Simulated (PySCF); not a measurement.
PySCF input (PW6B95/def2-TZVPD):

```python
from pyscf import gto, scf, dft

mol = gto.M(
    atom='''
    Ba   -0.00000000   -0.00000000   -0.62886067
    Cl    0.00000000    0.00000000    2.07154102
    ''',
    basis='def2-tzvpd',
    ecp='def2-tzvp',
    charge=0,
    spin=1,
    symmetry='C2v',
    verbose=4,
)

mf = dft.UKS(mol, xc='pw6b95').density_fit(auxbasis='def2-universal-jkfit')
mf.grids.level = 3
mf.conv_tol = 1e-9
mf.max_cycle = 100
mf.max_memory = 1500
mf.kernel()
if not mf.converged:
    mf = mf.newton()
    mf.kernel(mf.make_rdm1())
mf.analyze()
```

Output:

```
ECP def2-tzvp not found for  Cl
PySCF version 2.14.0

[INPUT] verbose = 4
[INPUT] num. atoms = 2
[INPUT] num. electrons = 27
[INPUT] charge = 0
[INPUT] spin (= nelec alpha-beta = 2S) = 1
[INPUT] symmetry C2v subgroup None
[INPUT] Mole.unit = angstrom
[INPUT] Symbol           X                Y                Z      unit          X                Y                Z       unit  Magmom
[INPUT]  1 Ba     0.000000000000   0.000000000000  -0.628860670000 AA    0.000000000000   0.000000000000  -1.188374436810 Bohr   0.0
[INPUT]  2 Cl     0.000000000000   0.000000000000   2.071541020000 AA    0.000000000000   0.000000000000   3.914645183602 Bohr   0.0

nuclear repulsion = 33.3136089306773
point group symmetry = Coov, use subgroup C2v
symmetry origin: [ 0.00000000e+00  0.00000000e+00 -4.65959871e-09]
symmetry axis x: [1. 0. 0.]
symmetry axis y: [0. 1. 0.]
symmetry axis z: [0. 0. 1.]
num. orbitals of irrep A1 = 38
num. orbitals of irrep A2 = 8
num. orbitals of irrep B1 = 20
num. orbitals of irrep B2 = 20
number of shells = 30
number of NR pGTOs = 132
number of NR cGTOs = 86
basis = def2-tzvpd
ecp = def2-tzvp

******** <class 'pyscf.df.df_jk.DFSymAdaptedUKS'> ********
method = DFSymAdaptedUKS
initial guess = minao
damping factor = 0
level_shift factor = 0
DIIS = <class 'pyscf.scf.diis.CDIIS'>
diis_start_cycle = 1
diis_space = 8
diis_damp = 0
SCF conv_tol = 1e-09
SCF conv_tol_grad = None
SCF max_cycles = 100
direct_scf = False
number electrons alpha = 14  beta = 13
XC library pyscf.dft.libxc version 7.1.2
    S. Lehtola, C. Steigemann, M. J. T. Oliveira, and M. A. L. Marques,  SoftwareX 7, 1–5 (2018)
XC functionals = pw6b95
    Y. Zhao and D. G. Truhlar,  J. Phys. Chem. A 109, 5656 (2005)
radial grids:
    Treutler-Ahlrichs [JCP 102, 346 (1995); DOI:10.1063/1.469408] (M4) radial grids

becke partition: Becke, JCP 88, 2547 (1988); DOI:10.1063/1.454033
pruning grids: <function nwchem_prune>
grids dens level: 3
symmetrized grids: C2v
atomic radii adjust function: <function treutler_atomic_radii_adjust>
small_rho_cutoff = 0
Freeze 0 electrons in irreps []
    27 free electrons in irreps A1 A2 B1 B2
Set gradient conv threshold to 3.16228e-05
[...]
beta  HOMO (B1) = -0.28771157749666  LUMO (A1) = -0.0668219045592141
  HOMO = -0.135235663901  LUMO = -0.0668219045592  gap/eV = 1.86163
Extra cycle  E= -486.115993036007  delta_E= -5.02e-10  |g|= 2.21e-05  |ddm|= 0.000135
converged SCF energy = -486.115993036007  <S^2> = 0.75012699  2S+1 = 2.000127
**** SCF Summaries ****
Total Energy =                        -486.115993036007183
Nuclear Repulsion Energy =              33.313608930677276
One-electron Energy =                 -745.180805038142125
Two-electron Energy =                  225.751203071457695
Two-electron Coulomb Energy =          258.079365618502038
DFT Exchange-Correlation Energy =      -32.328162547044343
HOMO-LUMO gap [eV] =                     1.861633214528275
Wave-function symmetry = A1
alpha occupancy for each irrep:     A1   A2   B1   B2
                                     8    0    3    3
beta  occupancy for each irrep:     A1   A2   B1   B2
                                     7    0    3    3
**** MO energy ****
alpha MO #1 (A1 #1), energy= -101.84601305383 occ= 1
alpha MO #2 (A1 #2), energy= -9.48730493473528 occ= 1
alpha MO #3 (A1 #3), energy= -7.21525541583094 occ= 1
alpha MO #4 (B1 #1), energy= -7.21504681643496 occ= 1
alpha MO #5 (B2 #1), energy= -7.2150467579849 occ= 1
alpha MO #6 (A1 #4), energy= -1.36215710322955 occ= 1
alpha MO #7 (A1 #5), energy= -0.794774661949396 occ= 1
alpha MO #8 (B1 #2), energy= -0.760856034725732 occ= 1
alpha MO #9 (B2 #2), energy= -0.760855880678333 occ= 1
alpha MO #10 (A1 #6), energy= -0.71757345114986 occ= 1
alpha MO #11 (A1 #7), energy= -0.29789065360338 occ= 1
alpha MO #12 (B1 #3), energy= -0.287774437328126 occ= 1
alpha MO #13 (B2 #3), energy= -0.287774365053533 occ= 1
alpha MO #14 (A1 #8), energy= -0.135235663900984 occ= 1
alpha MO #15 (B2 #4), energy= -0.0427156210595285 occ= 0
alpha MO #16 (B1 #4), energy= -0.0427154917658648 occ= 0
alpha MO #17 (A2 #1), energy= -0.0397699218915877 occ= 0
alpha MO #18 (A1 #9), energy= -0.0397693719386374 occ= 0
alpha MO #19 (A1 #10), energy= -0.0372159113712981 occ= 0
alpha MO #20 (B1 #5), energy= -0.00508757715122421 occ= 0
alpha MO #21 (B2 #5), energy= -0.00508755660362148 occ= 0
alpha MO #22 (A1 #11), energy= 0.0190275615864012 occ= 0
alpha MO #23 (A1 #12), energy= 0.028360039264922 occ= 0
alpha MO #24 (B2 #6), energy= 0.0434942371489466 occ= 0
alpha MO #25 (B1 #6), energy= 0.0434943811791069 occ= 0
alpha MO #26 (A1 #13), energy= 0.0665504025743081 occ= 0
alpha MO #27 (B1 #7), energy= 0.0787176018785036 occ= 0
alpha MO #28 (B2 #7), energy= 0.0787178176079983 occ= 0
alpha MO #29 (A2 #2), energy= 0.081686103719099 occ= 0
alpha MO #30 (A1 #14), energy= 0.0816867800827737 occ= 0
alpha MO #31 (A1 #15), energy= 0.0936813019022311 occ= 0
alpha MO #32 (B2 #8), energy= 0.106468820942911 occ= 0
alpha MO #33 (B1 #8), energy= 0.106468880315512 occ= 0
alpha MO #34 (A1 #16), energy= 0.120761545761547 occ= 0
alpha MO #35 (A1 #17), energy= 0.222187240020774 occ= 0
alpha MO #36 (A2 #3), energy= 0.222187835745536 occ= 0
alpha MO #37 (A1 #18), energy= 0.236493155623773 occ= 0
alpha MO #38 (B2 #9), energy= 0.274863931209635 occ= 0
alpha MO #39 (B1 #9), energy= 0.274863981467428 occ= 0
alpha MO #40 (A1 #19), energy= 0.292452419723094 occ= 0
alpha MO #41 (A1 #20), energy= 0.496362807233052 occ= 0
alpha MO #42 (B1 #10), energy= 0.518583343409412 occ= 0
alpha MO #43 (B2 #10), energy= 0.518583439035279 occ= 0
alpha MO #44 (A1 #21), energy= 0.542146930147145 occ= 0
alpha MO #45 (A2 #4), energy= 0.542147676638432 occ= 0
alpha MO #46 (B2 #11), energy= 0.577741406409523 occ= 0
alpha MO #47 (B1 #11), energy= 0.577741442151451 occ= 0
alpha MO #48 (A1 #22), energy= 0.599894765570809 occ= 0
alpha MO #49 (A1 #23), energy= 0.637574244112014 occ= 0
alpha MO #50 (A1 #24), energy= 0.655658813094526 occ= 0
alpha MO #51 (A2 #5), energy= 0.655659111643707 occ= 0
alpha MO #52 (B1 #12), energy= 0.681789781108499 occ= 0
alpha MO #53 (B2 #12), energy= 0.681789781463561 occ= 0
alpha MO #54 (A1 #25), energy= 0.750313076256927 occ= 0
alpha MO #55 (B1 #13), energy= 0.891922397175202 occ= 0
alpha MO #56 (B2 #13), energy= 0.891922397176147 occ= 0
alpha MO #57 (A1 #26), energy= 0.900107887870274 occ= 0
alpha MO #58 (A2 #6), energy= 0.900107947219919 occ= 0
alpha MO #59 (A1 #27), energy= 0.912677674345391 occ= 0
alpha MO #60 (B1 #14), energy= 0.926012764306016 occ= 0
alpha MO #61 (B2 #14), energy= 0.926012877321003 occ= 0
alpha MO #62 (A1 #28), energy= 1.09712405404938 occ= 0
alpha MO #63 (A2 #7), energy= 1.97187163916495 occ= 0
alpha MO #64 (A1 #29), energy= 1.97191104142781 occ= 0
alpha MO #65 (B1 #15), energy= 1.99532999822659 occ= 0
alpha MO #66 (B2 #15), energy= 1.99533009134373 occ= 0
alpha MO #67 (A1 #30), energy= 2.04757224434394 occ= 0
alpha MO #68 (A1 #31), energy= 2.13685533543906 occ= 0
alpha MO #69 (A2 #8), energy= 2.13685585759019 occ= 0
alpha MO #70 (B1 #16), energy= 2.13894443195071 occ= 0
alpha MO #71 (B2 #16), energy= 2.13894455023506 occ= 0
alpha MO #72 (B1 #17), energy= 2.14426711075305 occ= 0
alpha MO #73 (B2 #17), energy= 2.14426711075922 occ= 0
alpha MO #74 (A1 #32), energy= 2.18299391069525 occ= 0
alpha MO #75 (B1 #18), energy= 2.3584096502291 occ= 0
alpha MO #76 (B2 #18), energy= 2.3584097461508 occ= 0
alpha MO #77 (A1 #33), energy= 2.41450641226773 occ= 0
alpha MO #78 (B2 #19), energy= 5.4101362939439 occ= 0
alpha MO #79 (B1 #19), energy= 5.41013637441706 occ= 0
alpha MO #80 (A1 #34), energy= 9.58629950943174 occ= 0
alpha MO #81 (B1 #20), energy= 10.83531660687 occ= 0
alpha MO #82 (B2 #20), energy= 10.8353166867428 occ= 0
alpha MO #83 (A1 #35), energy= 10.9160108464012 occ= 0
alpha MO #84 (A1 #36), energy= 24.8967521378878 occ= 0
alpha MO #85 (A1 #37), energy= 26.0041920550576 occ= 0
alpha MO #86 (A1 #38), energy= 256.778139769777 occ= 0
beta  MO #1 (A1 #1), energy= -101.845982019253 occ= 1
beta  MO #2 (A1 #2), energy= -9.48725896820133 occ= 1
beta  MO #3 (A1 #3), energy= -7.21514581200807 occ= 1
beta  MO #4 (B1 #1), energy= -7.21505561320381 occ= 1
beta  MO #5 (B2 #1), energy= -7.21505558316293 occ= 1
beta  MO #6 (A1 #4), energy= -1.35879217382239 occ= 1
beta  MO #7 (A1 #5), energy= -0.792858450727705 occ= 1
beta  MO #8 (B1 #2), energy= -0.757670134813564 occ= 1
beta  MO #9 (B2 #2), energy= -0.757669690277996 occ= 1
beta  MO #10 (A1 #6), energy= -0.715712583510958 occ= 1
beta  MO #11 (A1 #7), energy= -0.297165416328035 occ= 1
beta  MO #12 (B2 #3), energy= -0.287711784790723 occ= 1
beta  MO #13 (B1 #3), energy= -0.28771157749666 occ= 1
beta  MO #14 (A1 #8), energy= -0.0668219045592141 occ= 0
beta  MO #15 (A1 #9), energy= -0.0243415090036651 occ= 0
beta  MO #16 (A2 #1), energy= -0.0236389173268343 occ= 0
[...]
```
